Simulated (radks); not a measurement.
Valence configurations of Hg. Method: scalar-relativistic Kohn-Sham, PBE, spin-polarised, spherical densities, point nucleus; open shells are filled with parallel spins first (spin-orbit coupling, left out, can overturn this in heavy ions); computed with a radial shooting solver on a logarithmic mesh with Libxc functionals. Energies are relative to [Hg]; eigenvalues in eV for spin up.

| valence | E (eV) | moment (Bohr magnetons) | e(4f) | e(5d) | e(6p) | e(6s) |
|---|---|---|---|---|---|---|
| [Hg] | 0.000 | 0 | -95.887 | -9.860 | - | -6.817 |
| [Xe] 4f14 5d10 6s1.5 6p0.5 | 2.805 | 1 | -97.028 | -11.059 | -1.837 | -7.913 |
| [Xe] 4f14 5d9 6s2 6p1 | 10.010 | 2 | -101.53 | -14.596 | -2.652 | -9.575 |
| [Xe] 4f14 5d10 6s1 6p1 | 5.468 | 2 | -97.948 | -12.039 | -2.431 | -8.808 |
| [Xe] 4f13 5d10 6s2 6p1 | 102.58 | 2 | -114.27 | -15.676 | -2.618 | -9.570 |
| [Xe] 4f14 5d10 6p2 | 12.000 | 2 | -99.813 | -13.738 | -3.259 | - |
| [Xe] 4f12 5d10 6s2 6p2 | 221.06 | 4 | -133.20 | -21.485 | -3.935 | -11.983 |
| [Xe] 4f14 5d9.5 6p2.5 | 17.383 | 3 | -102.30 | -15.757 | -3.839 | - |
| [Xe] 4f13 5d10 6s1.5 6p1.5 | 105.71 | 3 | -115.13 | -16.576 | -3.184 | -10.388 |

NIST lists [Hg] as the ground configuration; this level of theory agrees among the configurations tried. The energies are those of spherical high-spin densities, not of single terms.
